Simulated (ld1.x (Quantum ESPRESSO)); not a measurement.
## Cl, TM: configuration errors across variants

ld1.x (Quantum ESPRESSO) 7.5 input, shortened:

```
&input
   title='Cl', zed=17., rel=0, dft='BP', iswitch=3,
   config='[Ne] 3s2 3p4.75'
 /
 &inputp
   pseudotype=2, tm=.true., lloc=-1, rcloc=1.00,
   nlcc=.true.
 /
2
3S  1  0   2.00   0.00  1.30  1.30  0.0
3P  2  1   4.75   0.00  0.95  0.95  0.0
 &test
   configts(1)='3s2 3p4.75'
 /
```

All-electron excitation energies from the reference (eV): (1) 3s2 3p5 -2.492; (2) 3s2 3p4 11.486; (3) 3s2 3p3 37.031; (4) 3s2 3p5.3 -4.662; (5) 3s2 3p1 127.787; (6) 3s1 3p5 24.007; (7) 3s1 3p6 9.483.

Tests that are not counted but printed errors over 1 eV. “local potential all-electron potential smoothed inside 0.82 bohr (lloc = -1)”: 3s2 3p1 (solver errors, printed error -21.3 eV).

A true bound ghost makes a file unfit for plane-wave use even where its test errors are small: the radial tests pick states by their node count and pass the ghost by. Where a test does run into it, the solver fails or the error is huge.

Errors AE − PS in meV (a dash: test not solved or not reliable):

```csv
change,(1),(2),(3),(4),(5),(6),(7),bound ghosts
base,+0.3,+4.4,+34,+1.3,+252,+11,+1.8,none
local potential all-electron potential smoothed inside 0.52 bohr (lloc = -1),+0.4,+5.3,+38,+1.6,+192,+14,+1.9,s
local potential all-electron potential smoothed inside 0.64 bohr (lloc = -1),+0.3,+4.2,+30,+1.3,+133,+12,+1.8,s
local potential all-electron potential smoothed inside 0.70 bohr (lloc = -1),+0.3,+3.5,+23,+1.1,+80,+11,+1.8,s
local potential all-electron potential smoothed inside 0.82 bohr (lloc = -1),+0.1,+0.1,-2.6,+0.3,–,+8.0,+1.7,s
local potential all-electron potential smoothed inside 0.92 bohr (lloc = -1),+0.4,+5.1,+41,+1.4,+328,+12,+1.8,none
local potential all-electron potential smoothed inside 1.04 bohr (lloc = -1),+0.3,+4.3,+33,+1.2,+237,+11,+1.8,none
local potential all-electron potential smoothed inside 1.26 bohr (lloc = -1),+0.3,+3.9,+30,+1.1,+210,+10,+1.8,none
local potential all-electron potential smoothed inside 1.42 bohr (lloc = -1),+0.3,+3.7,+28,+1.1,+196,+9.8,+1.8,none
local potential all-electron potential smoothed inside 1.52 bohr (lloc = -1),+0.2,+3.5,+27,+1.0,+184,+9.4,+1.8,none
```

Question: Give the same row for: local potential all-electron potential smoothed inside 1.18 bohr (lloc = -1).

Answer: +0.3, +4.0, +31, +1.1, +219, +10, +1.8; bound ghosts: none.
